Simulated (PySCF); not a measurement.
A structure optimised at PBE-D3(BJ)/def2-SVP, used in a PySCF frequency run:

```
C
F 1 1.3714
C 1 1.4920 2 113.44
O 3 1.2170 1 123.85 2 180.00
H 3 1.1313 4 122.99 1 180.00
C 1 1.5151 2 118.08 3 -145.81
H 6 1.1006 1 115.09 2 1.57
H 6 1.1014 7 116.56 1 -140.90
C 6 1.5022 7 118.05 8 -150.86
H 9 1.1006 6 118.05 7 0.00
H 9 1.1014 10 116.56 1 140.90
```

Question: Write its SMILES, formula and point group.

Answer: O=CC1(F)CC1, C₄H₅FO, Cs

Question: What are its rotational constants (standard atomic weights)?

Answer: 5.4842, 3.3671, 2.5012 GHz
